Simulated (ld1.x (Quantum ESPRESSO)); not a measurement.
## Which change was made? (Zr, TM)

ld1.x (Quantum ESPRESSO) 7.5 input, shortened:

```
&input
   title='Zr', zed=40., rel=1, dft='PBE', iswitch=3,
   config='[Kr] 4d2 5s1.5 5p0'
 /
 &inputp
   pseudotype=2, tm=.true., lloc=-1, rcloc=2.40,
   nlcc=.false.
 /
3
4S  1  0   2.00   0.00  1.90  1.90  0.0
4P  2  1   6.00   0.00  1.80  1.80  0.0
4D  3  2   2.00   0.00  2.40  2.40  0.0
 &test
   configts(1)='4s2 4p6 4d2 5s1.5 5p0'
 /
```

Occupied shells without a wave of their own: 5s. They enter only through the test configuration that unscreens the potential.

Cutoffs, loose and tight: the cutoffs (Ry, on a coarse ladder) from which the occupation-weighted sum of valence levels, in a spherical-Bessel basis at the reference potential, stays within 10 and 1 mRy of its value at 400 Ry. They do not see the model core or the augmentation charge, which bear on the density cutoff. Test errors are all-electron minus pseudo excitation energies from the reference, over the configurations 4s2 4p6 4d2 5s2 5p0; 4s2 4p6 4d2 5s1 5p0; 4s2 4p6 4d2 5s0 5p0; 4s2 4p6 4d2 5s1 5p1; 4s2 4p6 4d3 5s0 5p0; 4s2 4p6 4d1 5s0 5p0; 4s1 4p6 4d2 5s2 5p0; variants that change the core or the reference have their own tests. The largest error is taken over the tests solved by every variant that gives reliable tests at all, those not shown here included: 4s2 4p6 4d1 5s0 5p0; 4s2 4p6 4d2 5s0 5p0; 4s2 4p6 4d2 5s1 5p1; 4s2 4p6 4d2 5s2 5p0; 4s2 4p6 4d3 5s0 5p0.

The base gives: outcome: generated, misses its reference levels by 3.45 eV; bound ghosts: not determined; largest test error (meV): -11618.

Problem. After one change the result is: outcome: generated, misses its reference levels by 0.78 eV; cutoff, loose: 21 Ry; cutoff, tight: 35 Ry; bound ghosts: none; largest test error (meV): +2296. Which change was it?
A. wave 4s (bound): rc 1.90 bohr becomes 4s (bound): rc 2.72 bohr
B. all radii scaled by about 1.38 (s 2.62, p 2.48, d 3.32 bohr); local potential all-electron potential smoothed inside 3.32 bohr (lloc = -1)
C. core [Kr], valence charge 4; reference 4d2 5s2 5p0; waves now 5s (bound): rc 2.30 bohr; 5p (bound): rc 3.50 bohr; 4d (bound): rc 1.75 bohr; local potential the d channel; core correction Bessel-smoothed model core inside 1.15 bohr
D. reference 4s2 4p6 4d3 5s1 5p0

Solution. B. The others give: wave 4s (bound): rc 1.90 bohr becomes 4s (bound): rc 2.72 bohr → outcome: generated, misses its reference levels by 2.11 eV; cutoff, loose: 35 Ry; cutoff, tight: 45 Ry; bound ghosts: none; largest test error (meV): -6495 | core [Kr], valence charge 4; reference 4d2 5s2 5p0; waves now 5s (bound): rc 2.30 bohr; 5p (bound): rc 3.50 bohr; 4d (bound): rc 1.75 bohr; local potential the d channel; core correction Bessel-smoothed model core inside 1.15 bohr → outcome: generated; cutoff, loose: 30 Ry; cutoff, tight: 40 Ry; bound ghosts: s, p; largest test error (meV): -302 | reference 4s2 4p6 4d3 5s1 5p0 → outcome: generated, misses its reference levels by 1.93 eV; bound ghosts: none; largest test error (meV): -6832.
